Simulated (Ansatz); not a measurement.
`[F][Zr]([F])([F])[SH]`. Total charge 0; spin multiplicity 1. Zr: def2 effective core potential. All single points use the PBE0-D4/def2-TZVP geometry. It is one conformer, not always the lowest.

```xyz
6

F    -0.235   -1.585   -1.652
Zr   -0.212   -0.075   -0.517
F     0.672    1.389   -1.326
F    -1.961    0.499   -0.079
S     0.968   -0.724    1.519
H     0.768    0.496    2.055
```

Question: What is the dipole moment at ωB97M-V/def2-TZVPP? (An estimate is asked.)

Answer: Ansatz gave: 0.52 D, with components (-0.07, 0.45, 0.25) D in this frame, pointing from negative to positive charge.

Question: And with PBE, r2SCAN, B3LYP? (Estimate.)

Answer: The calculation gave: PBE 0.55 D, r2SCAN 0.58 D, B3LYP 0.57 D.

Question: Give the Mulliken charges with ωB97M-V, r2SCAN, B3LYP in def2-TZVPP. (An estimate is asked.)

Answer: Computed: 
```json
{"atom": "F1", "ωB97M-V": "-0.36", "r2SCAN": "-0.37", "B3LYP": "-0.37"}
{"atom": "Zr2", "ωB97M-V": "1.30", "r2SCAN": "1.34", "B3LYP": "1.35"}
{"atom": "F3", "ωB97M-V": "-0.37", "r2SCAN": "-0.37", "B3LYP": "-0.38"}
{"atom": "F4", "ωB97M-V": "-0.37", "r2SCAN": "-0.37", "B3LYP": "-0.38"}
{"atom": "S5", "ωB97M-V": "-0.32", "r2SCAN": "-0.35", "B3LYP": "-0.34"}
{"atom": "H6", "ωB97M-V": "0.12", "r2SCAN": "0.12", "B3LYP": "0.11"}
```

B3LYP here is the variant with VWN-RPA as its local correlation; programs differ in this.
